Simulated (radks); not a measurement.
Results of a calculation; reference values are marked as such.
Species: Ru28+. Configuration: [Ne] 3s2 3p3 4f1 (not the ground configuration). Level of theory: scalar-relativistic Kohn-Sham, B86b exchange with PBE correlation, spin-polarised, spherical densities, finite nucleus; open shells are filled with parallel spins first (spin-orbit coupling, left out, can overturn this in heavy ions); Fermi nuclear charge, rms radius 4.4809 fm (a radial shooting solver on a logarithmic mesh with Libxc functionals).

Unscreened Slater integrals over Kohn-Sham orbitals (hartree). They are taken over the spin-up orbitals.

integral,value
"F0(4f,4f)",1.5514
"F2(4f,4f)",0.85709
"F4(4f,4f)",0.56920
"F6(4f,4f)",0.41989
"F0(4f,3p)",1.8340
"F2(4f,3p)",0.80954
"G2(4f,3p)",0.65926
"G4(4f,3p)",0.44495
"F0(4f,3s)",1.8271
"G3(4f,3s)",0.55289
"F0(4f,2p)",1.9438
"F2(4f,2p)",0.20530
"G2(4f,2p)",0.041557
"G4(4f,2p)",0.026916
"F0(3p,3p)",2.5943
"F2(3p,3p)",1.3083
"F0(3p,3s)",2.5516
"G1(3p,3s)",1.6562
"F0(3p,2p)",3.4355
"F2(3p,2p)",0.86256
"G0(3p,2p)",0.34366
"G2(3p,2p)",0.37723
"F0(3s,3s)",2.5173
"F0(3s,2p)",3.3002
"G1(3s,2p)",0.33694
"F0(2p,2p)",7.2814
"F2(2p,2p)",3.4598

Derived for the open shells (J is the average intra-shell exchange parameter used in DFT+U). 3p: J = F2/5 = 0.2617 hartree. 4f: F4/F2 = 0.664, F6/F2 = 0.490, J = (286 F2 + 195 F4 + 250 F6)/6435 = 0.07165 hartree.
